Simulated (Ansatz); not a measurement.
Consider the ligand exchange at the Si–S bond: `CS[SiH](N)O` + `[SiH3]S` → `N[SiH](O)S[SiH3]` + CH₃SH.

Gas-phase electronic energies from Ansatz, PBE0-D4/def2-TZVP geometries. CBS: MP2 limit from def2 TZ/QZ plus the TZ coupled-cluster correction, frozen cores. This one scheme is used for every species. One conformer a species, not always the lowest.

`CS[SiH](N)O`:

Cartesian coordinates in Å:
```
C -1.480 0.466 -1.632
S -1.433 0.456 0.184
Si 0.467 -0.411 0.540
N 0.915 -0.190 2.168
O 1.473 0.334 -0.528
H -1.498 -0.548 -2.029
H -2.399 0.975 -1.920
H -0.624 1.007 -2.032
H 0.490 -1.881 0.318
H 0.872 -0.958 2.816
H 0.828 0.701 2.630
H 2.389 0.050 -0.514
```

`[SiH3]S`:

Cartesian coordinates in Å:
```
Si 0.427 0.016 0.309
S -1.574 0.452 -0.300
H 0.634 -1.442 0.508
H 0.597 0.731 1.596
H 1.419 0.508 -0.680
H -1.504 -0.265 -1.434
```

`N[SiH](O)S[SiH3]`:

```xyz
12

N     0.998   -1.427   -1.779
Si    0.055   -0.367   -0.838
O     0.769    1.101   -0.640
S    -0.213   -1.077    1.153
Si   -0.820    0.764    2.062
H     1.885   -1.776   -1.454
H     0.548   -2.072   -2.407
H    -1.244   -0.248   -1.544
H     0.964    1.593   -1.440
H    -1.768    1.493    1.182
H     0.336    1.633    2.383
H    -1.510    0.383    3.321
```

CH₃SH:

```xyz
6

C     0.301    0.127    0.367
S    -0.573    0.371   -1.195
H    -0.392   -0.002    1.197
H     0.880    1.035    0.536
H     0.988   -0.717    0.313
H    -1.203   -0.814   -1.219
```

```json
{"species": "`CS[SiH](N)O`", "CCSD(T)/CBS(def2) energy (Eh)": "-859.11387"}
{"species": "`[SiH3]S`", "CCSD(T)/CBS(def2) energy (Eh)": "-689.27336"}
{"species": "`N[SiH](O)S[SiH3]`", "CCSD(T)/CBS(def2) energy (Eh)": "-1110.16266"}
{"species": "CH₃SH", "CCSD(T)/CBS(def2) energy (Eh)": "-438.22835"}
```

**Question.** Work out ΔE.

**Answer.** ΔE = (-1110.16266) + (-438.22835) − (-859.11387) − (-689.27336) = -0.00378 Eh = -9.9 kJ/mol.

Largest T1 diagnostic among the species: 0.011.
